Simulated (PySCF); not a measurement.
Ge: excitation energy

Ge [Ar] 3d10 4s2 4p2 (3P) → Ge [Ar] 3d10 4s1 4p3 (5S), as a difference of total energies. Computed with PySCF 2.14 in aug-cc-pVDZ-DK (6s5p3d, 36 functions), with the spin-free X2C one-electron Hamiltonian (Gaussian nucleus). Correlated levels: valence: [Ar] 3d10 frozen. The calculations carry no spin-orbit coupling.

```json
{"method": "UHF", "excitation energy (eV)": "3.538"}
{"method": "MP2 (valence)", "excitation energy (eV)": "4.251"}
{"method": "SCS-MP2 (valence)", "excitation energy (eV)": "4.568"}
{"method": "CCSD (valence)", "excitation energy (eV)": "4.532"}
{"method": "CCSD(T) (valence)", "excitation energy (eV)": "4.554"}
{"method": "CCSDT (valence)", "excitation energy (eV)": "4.561"}
{"method": "FCI (valence)", "excitation energy (eV)": "4.562"}
```

Question: How much does correlation contribute at CCSD(T) (valence)?

Answer: 4.554 − (3.538) = 1.016 eV, measured against UHF.

Errors of the correlated levels include the incompleteness of this basis and the frozen core.

For comparison: 5.078 eV (measured; NIST levels, between the centres of gravity of the two terms).
